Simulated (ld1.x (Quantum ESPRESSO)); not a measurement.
**Cs (Z = 55): variants of one PAW potential**

Base potential:

- Element: caesium
- Generator: ld1.x (Quantum ESPRESSO) 7.5
- Type: PAW
- Functional: PBEsol
- Relativity: fully relativistic
- Frozen core: [Kr] 4d10
- Valence charge: 9
- Reference configuration: 5s2 5p6 5d0.5 6s0.5 6p0
- Partial waves: 5s (bound): rcut 2.25, rcutus 2.30 bohr; 6s (bound): rcut 2.25, rcutus 2.30 bohr; 5p (bound): rcut 2.90, rcutus 3.15 bohr; 6p (bound, empty): rcut 2.90, rcutus 3.15 bohr; 5d (bound): rcut 3.95, rcutus 4.40 bohr; 5d channel at 0.75 Ry: rcut 3.95, rcutus 4.40 bohr; 4f channel at -0.15 Ry: rcut 3.00, rcutus 4.00 bohr; 4f channel at 1.75 Ry: rcut 3.00, rcutus 4.00 bohr
- Local potential: all-electron potential smoothed inside 2.95 bohr (lloc = -1)
- Core correction: Bessel-smoothed model core inside 2.00 bohr
- Augmentation charge: BESSEL, radius 2.00 bohr

Open shells are filled in proportion to 2j + 1 (rel_dist='average').

All-electron outer shells of the reference configuration (PBEsol, scalar-relativistic, ld1.x):

```
shell  level (eV)  outermost node (bohr)  outermost maximum (bohr)
   4p     -160.68                   0.36                      0.67
   4d      -74.26                   0.33                      0.72
   5s      -26.83                   0.82                      1.54
   5p      -13.60                   0.89                      1.79
   6s       -2.12                   2.11                      4.80
   6p       -0.82                   2.61                      6.98
   5d       -0.45                   1.06                      3.38
```

Cutoffs, loose and tight: the cutoffs (Ry, on a coarse ladder) from which the occupation-weighted sum of valence levels, in a spherical-Bessel basis at the reference potential, stays within 10 and 1 mRy of its value at 400 Ry. They do not see the model core or the augmentation charge, which bear on the density cutoff. Test errors are all-electron minus pseudo excitation energies from the reference, over the configurations 5s2 5p6 5d0 6s1 6p0; 5s2 5p6 5d0 6s0 6p0; 5s2 5p6 5d0 6s0.5 6p0; 5s2 5p6 5d0 6s0 6p1; 5s2 5p6 5d1 6s0 6p0; 5s2 5p5 5d0 6s1 6p0; 5s1 5p6 5d0 6s1 6p0. A dash means not determined; rows that change the core or the reference have their own tests. The largest error is taken over the tests solved by every variant that gives reliable tests at all: 5s2 5p6 5d0 6s0 6p0; 5s2 5p6 5d0 6s0 6p1; 5s2 5p6 5d0 6s0.5 6p0; 5s2 5p6 5d0 6s1 6p0.

Cutoffs are not given where the Bessel-basis levels miss the radial ones by over 6 mRy, ghosts where they miss by over 20 mRy; a channel whose overlap is not positive is not tested.

| change | outcome | bound ghosts | largest test error (meV) |
| --- | --- | --- | --- |
| base | generated | not determined | +3.7 |
| waves 4f channel at -0.15 Ry: rcut 2.42, rcutus 2.56 bohr; 4f channel at 1.75 Ry: rcut 2.42, rcutus 2.56 bohr | generated | not determined | +3.7 |
| waves 4f channel at -0.15 Ry: rcut 2.86, rcutus 3.04 bohr; 4f channel at 1.75 Ry: rcut 2.86, rcutus 3.04 bohr | generated | not determined | +3.6 |
| waves 4f channel at -0.15 Ry: rcut 3.00, rcutus 3.44 bohr; 4f channel at 1.75 Ry: rcut 3.00, rcutus 3.44 bohr | generated | not determined | +3.9 |
| waves 4f channel at -0.15 Ry: rcut 3.00, rcutus 3.82 bohr; 4f channel at 1.75 Ry: rcut 3.00, rcutus 3.82 bohr | generated | not determined | +3.7 |
| waves 4f channel at -0.15 Ry: rcut 3.00, rcutus 4.14 bohr; 4f channel at 1.75 Ry: rcut 3.00, rcutus 4.14 bohr | generated | not determined | +3.7 |
| waves 4f channel at -0.15 Ry: rcut 3.00, rcutus 4.54 bohr; 4f channel at 1.75 Ry: rcut 3.00, rcutus 4.54 bohr | generated | not determined | +3.7 |
| waves 4f channel at -0.15 Ry: rcut 3.00, rcutus 4.96 bohr; 4f channel at 1.75 Ry: rcut 3.00, rcutus 4.96 bohr | generated | not determined | +3.7 |
| waves 4f channel at -0.15 Ry: rcut 3.00, rcutus 5.18 bohr; 4f channel at 1.75 Ry: rcut 3.00, rcutus 5.18 bohr | generated | not determined | +3.7 |
| waves 4f channel at -0.15 Ry: rcut 3.00, rcutus 5.52 bohr; 4f channel at 1.75 Ry: rcut 3.00, rcutus 5.52 bohr | generated | not determined | +3.7 |
| waves 4f channel at -0.15 Ry: rcut 3.00, rcutus 6.02 bohr; 4f channel at 1.75 Ry: rcut 3.00, rcutus 6.02 bohr | generated | not determined | +3.7 |
